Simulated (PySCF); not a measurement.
Delta-SCF ions had no search for a lower state. Excitations are Tamm–Dancoff values on a coarser integration grid. The basis has no diffuse functions, so Rydberg states are missing or too high.

Cartesian coordinates (Å):
```xyz
8

B      1.9307     0.0606     0.0953
N      0.5603     0.0184    -0.0372
C     -0.6269    -0.0193    -0.1522
C     -1.9255    -0.0602    -0.2779
H      2.4163     0.9661     0.6937
H      2.5758    -0.8106    -0.3933
H     -2.3935    -0.8718    -0.8136
H     -2.5372     0.7169     0.1542
```
Charge 0, spin multiplicity 1.

### Question
Give the dipole moment, HOMO–LUMO gap, vertical ionisation energy (Delta-SCF), total energy, S1 excitation (TDA), S1–T1 gap (TDA), HOMO and T1 excitation (TDA) at the level PySCF with CAM-B3LYP-D3(BJ)/def2-TZVP.

### Answer

```json
{
  "dipole_moment": "1.08 D",
  "HOMO–LUMO gap": "8.10 eV",
  "vertical ionisation energy (Delta-SCF)": "9.17 eV",
  "total_energy": "-158.1643 Ha",
  "S1 excitation (TDA)": "4.64 eV",
  "S1–T1 gap (TDA)": "0.90 eV",
  "HOMO": "-8.27 eV",
  "T1 excitation (TDA)": "3.74 eV"
}
```
